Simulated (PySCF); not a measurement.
Cl4Zr (SMILES [Cl][Zr]([Cl])([Cl])[Cl]), singlet, geometry from GFN2-xTB (such geometries of metal compounds can be far from the true shape) (core potentials on Zr); DF-BLYP/def2-SVP (PySCF).

Here is a job for PySCF.
```python
from pyscf import gto, scf, dft

mol = gto.M(
    atom='''
Zr   -0.000000    0.000000    0.000000
Cl    1.799195   -0.565192   -1.229787
Cl    0.646516    0.465871    2.105684
Cl   -0.985449    1.812776   -0.900920
Cl   -1.460263   -1.713455    0.025024
''',
    basis='def2-svp',
    ecp={'Zr': 'def2-svp'},
    charge=0,
    spin=0,
    verbose=4,
)

mf = dft.RKS(mol)
mf.xc = 'blyp'
mf.grids.prune = None
mf = mf.density_fit(auxbasis='def2-universal-jkfit')
mf.kernel()
mf.analyze()
```

Output, abridged:

```
PySCF version 2.14.0

[INPUT] verbose = 4
[INPUT] num. atoms = 5
[INPUT] num. electrons = 80
[INPUT] charge = 0
[INPUT] spin (= nelec alpha-beta = 2S) = 0
[INPUT] symmetry False subgroup None
[INPUT] Mole.unit = angstrom
[INPUT] Symbol           X                Y                Z      unit          X                Y                Z       unit  Magmom
[INPUT]  1 Zr     0.000000000000   0.000000000000   0.000000000000 AA    0.000000000000   0.000000000000   0.000000000000 Bohr   0.0
[INPUT]  2 Cl     1.799195000000  -0.565192000000  -1.229787000000 AA    3.399985794687  -1.068058087795  -2.323960621550 Bohr   0.0
[INPUT]  3 Cl     0.646516000000   0.465871000000   2.105684000000 AA    1.221738175149   0.880368599377   3.979166064879 Bohr   0.0
[INPUT]  4 Cl    -0.985449000000   1.812776000000  -0.900920000000 AA   -1.862228719727   3.425650165185  -1.702492060143 Bohr   0.0
[INPUT]  5 Cl    -1.460263000000  -1.713455000000   0.025024000000 AA   -2.759497139836  -3.237960676767   0.047288506541 Bohr   0.0

nuclear repulsion = 441.372309446097
number of shells = 43
number of NR pGTOs = 201
number of NR cGTOs = 103
basis = def2-svp
ecp = {'Zr': 'def2-svp'}

******** <class 'pyscf.df.df_jk.DFRKS'> ********
method = DFRKS
initial guess = minao
damping factor = 0
level_shift factor = 0
DIIS = <class 'pyscf.scf.diis.CDIIS'>
diis_start_cycle = 1
diis_space = 8
diis_damp = 0
SCF conv_tol = 1e-09
SCF conv_tol_grad = None
SCF max_cycles = 50
direct_scf = False
XC library pyscf.dft.libxc version 7.1.2
    S. Lehtola, C. Steigemann, M. J. T. Oliveira, and M. A. L. Marques,  SoftwareX 7, 1–5 (2018)
XC functionals = blyp
    A. D. Becke,  Phys. Rev. A 38, 3098 (1988)
    C. Lee, W. Yang, and R. G. Parr,  Phys. Rev. B 37, 785 (1988)
    B. Miehlich, A. Savin, H. Stoll, and H. Preuss,  Chem. Phys. Lett. 157, 200 (1989)
radial grids:
    Treutler-Ahlrichs [JCP 102, 346 (1995); DOI:10.1063/1.469408] (M4) radial grids

becke partition: Becke, JCP 88, 2547 (1988); DOI:10.1063/1.454033
pruning grids: None
grids dens level: 3
symmetrized grids: False
atomic radii adjust function: <function treutler_atomic_radii_adjust>
small_rho_cutoff = 0
Set gradient conv threshold to 3.16228e-05
Initial guess from minao.
tot grids = 180112
init E= -1881.83254501572
  HOMO = -0.502527888620242  LUMO = -0.416940597357052  gap/eV = 2.32895
cycle= 1 E= -1885.83892897487  delta_E= -4.01  |g|= 2.62  |ddm|= 4.84
  HOMO = -0.106597907123628  LUMO = 0.0380501921823166  gap/eV = 3.93608
cycle= 2 E= -1884.1904486607  delta_E= 1.65  |g|= 3.34  |ddm|= 6.04
  HOMO = -0.269433580338051  LUMO = -0.022527478220271  gap/eV = 6.71866
cycle= 3 E= -1887.49297001729  delta_E= -3.3  |g|= 0.384  |ddm|= 4.04
  HOMO = -0.299571152658659  LUMO = -0.116347750269904  gap/eV = 4.98576
cycle= 4 E= -1887.5381317072  delta_E= -0.0452  |g|= 0.136  |ddm|=  0.8
  HOMO = -0.297076088898067  LUMO = -0.10003337501805  gap/eV = 5.36181
cycle= 5 E= -1887.54358642617  delta_E= -0.00545  |g|= 0.0171  |ddm|= 0.183
  HOMO = -0.29472966749508  LUMO = -0.0977802794508591  gap/eV = 5.35927
cycle= 6 E= -1887.54365609019  delta_E= -6.97e-05  |g|= 0.00439  |ddm|= 0.0219
  HOMO = -0.2947494368697  LUMO = -0.0974204284818081  gap/eV = 5.36960
cycle= 7 E= -1887.54366188336  delta_E= -5.79e-06  |g|= 0.000454  |ddm|= 0.00493
  HOMO = -0.294736087287138  LUMO = -0.0974372856985196  gap/eV = 5.36877
cycle= 8 E= -1887.54366194631  delta_E= -6.3e-08  |g|= 4.99e-05  |ddm|= 0.00051
  HOMO = -0.294740032627813  LUMO = -0.0974381097825849  gap/eV = 5.36886
cycle= 9 E= -1887.54366194702  delta_E= -7.1e-10  |g|= 1.95e-05  |ddm|= 8.95e-05
  HOMO = -0.294738517899023  LUMO = -0.0974393849039346  gap/eV = 5.36878
Extra cycle  E= -1887.54366194668  delta_E= 3.33e-10  |g|= 3.7e-05  |ddm|= 7.42e-05
converged SCF energy = -1887.54366194668
**** SCF Summaries ****
Total Energy =                       -1887.543661946684551
Nuclear Repulsion Energy =             441.372309446096608
One-electron Energy =                -3500.328859238426048
Two-electron Energy =                 1171.412887845644946
Two-electron Coulomb Energy =         1290.422952108616073
DFT Exchange-Correlation Energy =     -119.010064262971056
HOMO-LUMO gap [eV] =                     5.368782869340670
**** MO energy ****
MO #1   energy= -100.717232593497  occ= 2
MO #2   energy= -100.717187424953  occ= 2
MO #3   energy= -100.717172407442  occ= 2
MO #4   energy= -100.717163259579  occ= 2
MO #5   energy= -9.18626707601369  occ= 2
MO #6   energy= -9.18623138533849  occ= 2
MO #7   energy= -9.18621837815603  occ= 2
MO #8   energy= -9.18621063747205  occ= 2
MO #9   energy= -7.0189669948886   occ= 2
MO #10  energy= -7.01894256930778  occ= 2
MO #11  energy= -7.01892868282255  occ= 2
MO #12  energy= -7.01892078633967  occ= 2
MO #13  energy= -7.01695708685207  occ= 2
MO #14  energy= -7.01695274724518  occ= 2
MO #15  energy= -7.01693638102261  occ= 2
MO #16  energy= -7.01693116819664  occ= 2
MO #17  energy= -7.01692722728085  occ= 2
MO #18  energy= -7.01691400261041  occ= 2
MO #19  energy= -7.01690654514537  occ= 2
MO #20  energy= -7.01690463898511  occ= 2
MO #21  energy= -2.0558274141804   occ= 2
MO #22  energy= -1.23306215017643  occ= 2
MO #23  energy= -1.23306157591622  occ= 2
MO #24  energy= -1.23306139912949  occ= 2
MO #25  energy= -0.750346850478548 occ= 2
MO #26  energy= -0.73864495133019  occ= 2
MO #27  energy= -0.738637455740199 occ= 2
MO #28  energy= -0.738631676901932 occ= 2
MO #29  energy= -0.351897538922339 occ= 2
MO #30  energy= -0.348695373395487 occ= 2
MO #31  energy= -0.348691089017312 occ= 2
MO #32  energy= -0.348688632777499 occ= 2
MO #33  energy= -0.336803898591219 occ= 2
MO #34  energy= -0.336803234241869 occ= 2
MO #35  energy= -0.313214174173778 occ= 2
MO #36  energy= -0.313212822475281 occ= 2
MO #37  energy= -0.313211168686231 occ= 2
MO #38  energy= -0.294744560718481 occ= 2
MO #39  energy= -0.294742350766987 occ= 2
MO #40  energy= -0.294738517899023 occ= 2
MO #41  energy= -0.0974393849039346 occ= 0
MO #42  energy= -0.0974371948322456 occ= 0
MO #43  energy= -0.0622240235727622 occ= 0
MO #44  energy= -0.0622225415090934 occ= 0
MO #45  energy= -0.0622221706027128 occ= 0
MO #46  energy= -0.0286977638250647 occ= 0
MO #47  energy= 0.0236080123685372 occ= 0
MO #48  energy= 0.0236108132688502 occ= 0
Dipole moment(X, Y, Z, Debye):  0.00002, -0.00018,  0.00001
```
